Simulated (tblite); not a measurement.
Run record: tight-binding relaxation, `C=C1CB[C@H](C)[SiH2]1`.

Computed with GFN2-xTB geometry optimisation, gas phase (tblite 0.8.0). Start geometry: from a force field or distance geometry. The command runs a driver script over a list of jobs; the input below is this job's line of settings and its coordinates in Å.

Command:
```bash
OMP_NUM_THREADS=1 python probes_run.py task.json out
```

Input:
```
{"job": {"kind": "relax", "xc": "GFN2-xTB", "basis": "xTB"}, "charge": 0, "multiplicity": 1}
C      2.591100     0.993400     0.209800
C      1.419800     0.353700     0.044500
C      1.161800    -0.560500    -1.101800
B     -0.329100    -1.119400    -0.924400
C     -1.151500    -0.642400     0.372200
C     -2.436200     0.087800    -0.038200
Si     0.036500     0.499200     1.236900
H      2.750000     1.650700     1.069700
H      3.385600     0.878400    -0.515100
H      1.872700    -1.399600    -1.108900
H      1.211900     0.006800    -2.060300
H     -0.798600    -1.888200    -1.690700
H     -1.393300    -1.509600     1.021800
H     -2.957000     0.445600     0.870000
H     -3.112000    -0.595000    -0.578100
H     -2.211900     0.962500    -0.675900
H     -0.460600     1.882200     1.297900
H      0.412000    -0.039400     2.558800
```

Output:
```
step      E/eV     max force
  0    -522.66310    2.433
  1    -522.76772    1.766
  2    -522.81721    0.452
  3    -522.84216    0.418
  4    -522.86898    0.188
  5    -522.87339    0.156
  6    -522.87964    0.198
  7    -522.88391    0.207
  8    -522.88841    0.193
  9    -522.89179    0.143
... (91 lines left out)
101    -522.96243    0.015
102    -522.96247    0.014
103    -522.96250    0.017
104    -522.96255    0.018
105    -522.96259    0.014
106    -522.96263    0.014
107    -522.96267    0.014
108    -522.96271    0.018
109    -522.96275    0.017
110    -522.96277    0.009
```

«max force» is the largest atomic force in eV/Å.

Task: From which step on does the largest force stay under 0.1 eV/Å, and how much energy is left to gain from there?

Result: From step 58 (0.091 eV/Å), 21.1 meV above the end.

Summary of the converged run: energy lowered by 6.9 kcal/mol over 110 steps; largest atomic force 0.009 eV/Å at the end.

Task: Give the final coordinates.

Result: 0.487 Å rms from the input after alignment:
```
atom  x, y, z in Å
C1     2.7393    0.8609    0.2334
C2     1.5311    0.3370    0.0852
C3     1.1914   -0.6302   -1.0320
B4    -0.3796   -0.7301   -1.1749
C5    -1.1212   -0.5157    0.1914
C6    -2.6092   -0.1726    0.1539
Si7    0.0029    0.7251    1.1297
H8     2.9609    1.5566    1.0260
H9     3.5620    0.6193   -0.4251
H10    1.5834   -1.6155   -0.7513
H11    1.7283   -0.3573   -1.9442
H12   -0.9249   -0.8937   -2.1985
H13   -1.0165   -1.4579    0.7451
H14   -3.0194   -0.0872    1.1595
H15   -3.1730   -0.9374   -0.3791
H16   -2.7660    0.7765   -0.3542
H17   -0.4513    2.1120    0.9662
H18    0.1530    0.4166    2.5572
```

The run took 0.75 s of wall time on one thread of an Arm Neoverse V1, no GPU, shared host.
Labels such as C1 count atoms from 1, the log's own numbers from 0.
